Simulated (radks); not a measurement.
Q: Radial electron density D(r) = 4 pi r^2 rho(r) of an atom or ion with 21 electrons. Calculated with a radial shooting solver on a logarithmic mesh with Libxc functionals: scalar-relativistic Kohn-Sham, PBE, spin-polarised, spherical densities, finite nucleus; Fermi nuclear charge, rms radius of each element as measured or else 0.836 A^(1/3) + 0.57 fm.

```
   r/bohr * D(r) (the largest magnitude, 99.2, reaches the edge; | marks zero)
 0.001037 | *
  0.00116 | *
 0.001298 |  *
  0.00144 |  *
 0.001611 |   *
 0.001787 |    *
 0.001999 |    *
 0.002236 |     *
 0.002481 |       *
 0.002775 |        *
 0.003104 |         *
 0.003444 |           *
 0.003852 |             *
 0.004309 |               *
 0.004781 |                  *
 0.005348 |                    *
 0.005934 |                       *
 0.006637 |                          *
 0.007423 |                             *
 0.008237 |                                *
 0.009213 |                                   *
  0.01031 |                                     *
  0.01143 |                                       *
  0.01279 |                                         *
  0.01431 |                                          *
  0.01587 |                                           *
  0.01775 |                                           *
   0.0197 |                                          *
  0.02204 |                                         *
  0.02465 |                                        *
  0.02735 |                                      *
  0.03059 |                                      *
  0.03421 |                                      *
  0.03796 |                                       *
  0.04246 |                                          *
  0.04712 |                                             *
   0.0527 |                                                 *
  0.05895 |                                                    *
  0.06541 |                                                      *
  0.07316 |                                                      *
  0.08183 |                                                   *
   0.0908 |                                               *
   0.1016 |                                         *
   0.1136 |                                  *
    0.126 |                              *
    0.141 |                           *
   0.1564 |                          *
    0.175 |                            *
   0.1957 |                              *
   0.2172 |                              *
   0.2429 |                            *
   0.2717 |                        *
   0.3015 |                  *
   0.3372 |            *
   0.3771 |      *
   0.4185 |   *
   0.4681 | *
   0.5194 |*
   0.5809 *
   0.6498 *
    0.721 *
   0.8064 *
```

What is the nuclear charge?

A: Z = 60. The innermost maximum, from 1s, lies near gamma/Z bohr with gamma = sqrt(1 - (Z/c)^2) = 0.899, here 0.015 bohr (found: 0.0164), and its height grows with Z. The density is that of the neodymium ion Nd39+ in [Ar] 3d3; the configuration itself is not fixed sharply by these data, and Z only to a few units. D(r) has 3 maxima, at r = 0.0164, 0.0692, 0.212 bohr, and minima at 0.0318, 0.150 bohr, inside which lie 1.97, 10.90 electrons.
